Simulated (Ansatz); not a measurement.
Group exchange: C3H11BO + C3H7FO → BH(CH3)2(OH2) + C4H9FO

Gas-phase species: C3H11BO `C[OH+][BH-](C)C`, singlet; C3H7FO (2-fluoroethyl methyl ether) `COCCF`, singlet; BH(CH3)2(OH2), singlet; C4H9FO `CCOCCF`, singlet. The partners trade CH3 for H: O–CH3 and C–H bonds give way to O–H and C–CH3.

Shapes, held fixed at every level: PBE0-D4/def2-TZVP. Flexible molecules stand in one conformer, not always the lowest. Programs: Ansatz 0.2.0. The zero-point and thermal change to 298 K, harmonic and unscaled (PBE0-D4/def2-TZVP), is -1.4 kJ/mol.

| level | kind | ΔH(298 K) (kJ/mol) | less CCSD(T)/CBS estimate |
| --- | --- | --- | --- |
| HF/def2-TZVPP | Hartree–Fock | -56.4 | +1.9 |
| SPW92/def2-TZVPP | LDA | -54.6 | +3.7 |
| PBE-D4/def2-TZVPP | GGA | -54.1 | +4.2 |
| r2SCAN0-D4/def2-TZVPP | global hybrid | -58.1 | +0.2 |
| wB97X-V/def2-TZVPP | range-separated hybrid | -52.6 | +5.7 |
| B2PLYP/def2-TZVPP | double hybrid | -55.6 | +2.7 |
| CCSD(T)/def2-SVP | coupled cluster or CI | -54.6 | +3.7 |
| CCSD(T)/CBS estimate | coupled cluster or CI | -58.3 | 0.0 |

The highest level, CCSD(T)/CBS estimate, gives ΔH(298 K) = -58.3 kJ/mol; the levels span -58.3 to -52.6. The column of differences is taken from that level and isn't an error. No measured value is set beside it here. The CBS estimate extrapolates MP2 from def2-TZVPP and def2-QZVPP and adds CCSD(T) − MP2 in the triple-zeta set, cores frozen.
